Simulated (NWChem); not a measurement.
**Total energies of iodoethane (C2H5I)**

```
C
H 1 1.0972
H 1 1.0972 2 109.18
C 1 1.5154 2 112.85 3 126.36
H 4 1.1004 1 111.80 2 57.06
H 4 1.1004 5 108.21 1 -123.55
H 4 1.1048 5 107.89 6 -116.49
I 1 2.1966 2 104.22 3 -110.88
```
Charge 0, spin multiplicity 1.

All runs are NWChem calculations. The geometry was optimised at B3LYP/def2-SVP with def2 effective core potentials on I, held to Cs symmetry and with no frequency check, so it may be a saddle point.

Basis set: def2-TZVP (142 functions).

```csv
method,total energy (Ha),relative cost
RHF,-375.33644,1
MP2,-376.17891,under 3
B2PLYP,-376.71065,3
PBE,-376.83307,under 3
B3LYP,-377.06321,under 3
LC-wPBE (omega 0.3 per bohr),-376.91694,10
```

Total energies of different functionals aren't comparable as a measure of quality: only differences taken within one method are. The cost column gives rough processor time relative to RHF; each entry includes its own SCF.

Effective core potentials replace the inner electrons of I; spin-orbit coupling is left out. The correlated methods keep 6 core orbitals frozen. B3LYP has NWChem's definition, with VWN1-RPA local correlation. GW and range-separated runs recompute their integrals, the others keep them in memory, which bears on the times.
